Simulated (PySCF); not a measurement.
**Multinuclear NMR of C$_{5}$H$_{3}$N$_{3}$**

Bonds (- single, = double, # triple, : aromatic): N1#C2 1.141 Å, C2-C3 1.444 Å, C3-C4 1.548 Å, C4-C5 1.451 Å, C5#N6 1.141 Å, C4-C7 1.453 Å, C7#N8 1.140 Å. C3 carries H9, H10; C4 carries H11.

- coordinates at the GFN2-xTB level
- shielding tensors at PBE0/pcSseg-1 (GIAO)
- program: PySCF 2.14
- isolated molecule, one averaged value for each set of equivalent atoms, non-relativistic Hamiltonian, single conformer

**Question.** Where does 15N resonate?

**Answer.** 
```
atoms       environment  σ (ppm)  δ (ppm)
N6/N8  nitrile nitrogen    -46.8   -104.9
   N1  nitrile nitrogen    -45.8   -105.8
```

Shieldings were converted by a linear fit to measured shifts: 15N (scatter 6.3 ppm rms vs CH3NO2, solution or neat liquid). A few per cent of atoms miss by over 2 rms, more outside the fitted compound classes.

On a 600 MHz spectrometer 15N resonates near 60.8 MHz, so 1 ppm is 60.8 Hz.
